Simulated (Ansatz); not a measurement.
`[OH][SnH2][Cl]` + H₂S → `[SH][SnH2][Cl]` + H₂O at 600 K and 1 bar (ligand exchange at the Sn–O bond).

Calculated with Ansatz (gas phase, PBE0-D4/def2-TZVP geometries, no zero-point term in ΔE). CCSD(T)/CBS adds triple-zeta CCSD(T) − MP2 to the extrapolated MP2 energy (def2 sets, frozen cores). This one scheme is used for every species. def2 core potentials past Kr. For Sn outer-core shells are correlated without core-valence functions, which leaves a few kJ/mol of doubt a bond. Each species was taken in one conformer, which may not be the lowest.

```tsv
species	CCSD(T)/CBS energy (Eh)	H − E (kJ/mol)	S (J/(mol·K))
`[OH][SnH2][Cl]`	-750.83217	118.4	385.2
H₂S	-398.97279	60.8	230.9
`[SH][SnH2][Cl]`	-1073.44145	110.1	401.0
H₂O	-76.37941	76.8	212.8
```

H − E and S are ideal-gas, rigid-rotor, harmonic terms from PBE0-D4/def2-TZVP, for one conformer and one mirror image of each species. 1 Eh = 2625.50 kJ/mol, R = 8.31446 J/(mol·K).

Task: By hand: ΔE, ΔH, ΔS and ΔG.

Result: ΔE = (-1073.44145) + (-76.37941) − (-750.83217) − (-398.97279) = -0.01590 Eh = -41.7 kJ/mol. Δ(H − E) = 110.1 + 76.8 − 118.4 − 60.8 = 7.7, so ΔH = -34.0 kJ/mol. ΔS = 401.0 + 212.8 − 385.2 − 230.9 = -2.3 J/(mol·K). ΔG = -34.0 − 600 × (-2.3)/1000 = -32.6 kJ/mol.

Task: By hand: the equilibrium constant, and the temperature at which ΔG would vanish if ΔH and ΔS stayed fixed.

Result: log₁₀ K = −ΔG/(RT ln 10) = 2.8. ΔG = 0 at ΔH/ΔS = 14783 K, far beyond where these terms or the molecules hold.

The number of gas molecules stays the same, so ΔS is small and ΔH decides. A doubt of 5 kJ/mol in ΔE shifts log₁₀ K by 0.4 here. Other conformers and mirror images would add mixing entropy, several J/(mol·K) or more a flexible species. These are equilibria of isolated gas molecules and say nothing of rates. Largest T1 diagnostic: 0.013 (customary marks: 0.02 for closed shells, 0.045 for open ones).
